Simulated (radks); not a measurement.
All-electron atom: Pb21+ in [Kr] 4d10 4f13 5s2.

All-electron calculation, scalar-relativistic Kohn-Sham, LDA (Slater exchange, VWN5 correlation), spin-polarised, spherical densities, finite nucleus; open shells are filled with parallel spins first (spin-orbit coupling, left out, can overturn this in heavy ions); Fermi nuclear charge, rms radius 5.5012 fm. Program: a radial shooting solver on a logarithmic mesh with Libxc functionals.

Energy parts (eV):
part                       energy
total                  -563058.91
kinetic                 636333.44
electron-nucleus      -1373400.66
Hartree                 183672.37
exchange-correlation     -9664.06

Orbitals (lengths in bohr, moments of r in powers of bohr; <r^-3> diverges for s and p1/2):
orbital  occ.  eigenvalue (eV)  <r^-3>
1s up       1        -88541.23       -
1s down     1        -88541.23       -
2s up       1        -16273.62       -
2s down     1        -16273.56       -
2p up       3        -14046.99   29540
2p down     3        -14046.94   29540
3s up       1        -4299.256       -
3s down     1        -4298.318       -
3p up       3        -3660.171    6865
3p down     3        -3659.217    6868
3d up       5        -3006.611   835.1
3d down     5        -3005.861   835.4
4s up       1        -1360.167       -
4s down     1        -1358.721       -
4p up       3        -1148.331    1732
4p down     3        -1146.954    1731
4d up       5        -903.1288   189.2
4d down     5        -901.7918   189.0
4f up       7        -632.2279   40.31
4f down     6        -630.8162   40.26
5s up       1        -594.9083       -
5s down     1        -594.3049       -
5p up       0        -521.9671   487.4
5p down     0        -521.4559   486.3
6s up       0        -337.9638       -
6s down     0        -337.7682       -

The highest occupied level is 5s down at -594.30 eV. For comparison, the ionisation energy in NIST's Atomic Spectra Database is 610 eV (theoretical). In exact Kohn-Sham theory the highest level is minus the ionisation energy, but local and semilocal functionals leave it too shallow, through self-interaction and a potential that decays too fast; potentials with the right tail come closer. Summed over all electrons, <r^2> = 8.198 bohr^2, which gives a Langevin (diamagnetic) susceptibility term of -6.49 x 10^-6 cm^3/mol. The density falls to 0.001 e/bohr^3 at r = 1.59 bohr. Spin moment in Bohr magnetons: 1. The electron density at the nucleus is 2.945e+06 e/bohr^3 (large components only).
